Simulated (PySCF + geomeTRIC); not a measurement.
Species: C4H5F, SMILES `C=C/C=C/F` (C–C–C–C torsion 180°) (charge 0, multiplicity 1).

Task: Give a relaxed geometry from TPSSh-D3(BJ)/def2-TZVP (PySCF + geomeTRIC).

Result: Several could match; the one computed here: the end point of this relaxation, one of several conformers (outside a Z-matrix the atoms follow the SMILES, hydrogens last).
Bond lengths (Å): C1–C2 1.337, C1–H6 1.085, C1–H7 1.082, C2–C3 1.448, C2–H8 1.087, C3–C4 1.332, C3–H9 1.085, C4–F5 1.347, C4–H10 1.084. Bond angles (°): C2–C1–H6 121.5, C2–C1–H7 121.4, H6–C1–H7 117.0, C1–C2–C3 124.3, C1–C2–H8 119.2, C3–C2–H8 116.5, C2–C3–C4 122.2, C2–C3–H9 118.9, C4–C3–H9 118.9, C3–C4–F5 121.8, C3–C4–H10 126.1, F5–C4–H10 112.1.
